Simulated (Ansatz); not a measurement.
Species: SnF₂, charge 0, singlet. SnF2 (SMILES [F][Sn][F]).
B3LYP-D3(BJ)/def2-TZVP minimum from Ansatz (an electronic-structure program):
```xyz
3

Sn     0.0031    -0.0019     0.3444
F      0.6963     1.2727    -0.9558
F     -0.7135    -1.2620    -0.9573
```
Charge 0, spin multiplicity 1.

Total energies in def2-SVP, 18 correlated electrons, 11 frozen orbitals. Radicals and triplets start from unrestricted determinants; spin-orbit coupling is neglected. Cores are frozen in correlated methods (noble-gas shells, and filled d and f shells in the p block). Past Kr the def2 sets carry scalar-relativistic core potentials. Spin-orbit terms, left out, reach several kcal/mol for Br and I, and more for heavier atoms.

```json
[
 {"method": "HF", "program": "Ansatz", "energy (Eh)": "-412.13248", "minus CCSDTQ (mEh)": "461.73"},
 {"method": "MP2", "program": "Ansatz", "energy (Eh)": "-412.57608", "minus CCSDTQ (mEh)": "18.13"},
 {"method": "CCSD", "program": "Ansatz", "energy (Eh)": "-412.58430", "minus CCSDTQ (mEh)": "9.92"},
 {"method": "CCSD(T)", "program": "Ansatz", "energy (Eh)": "-412.59245", "minus CCSDTQ (mEh)": "1.76"},
 {"method": "CCSDT(Q)", "program": "Ansatz", "energy (Eh)": "-412.59439", "minus CCSDTQ (mEh)": "-0.18"},
 {"method": "CCSDTQ", "program": "Ansatz", "energy (Eh)": "-412.59421", "minus CCSDTQ (mEh)": "0.00"}
]
```

Rough core times of Ansatz's runs on a shared machine: CCSD(T) under 20 s, CCSDT(Q) 70 s.
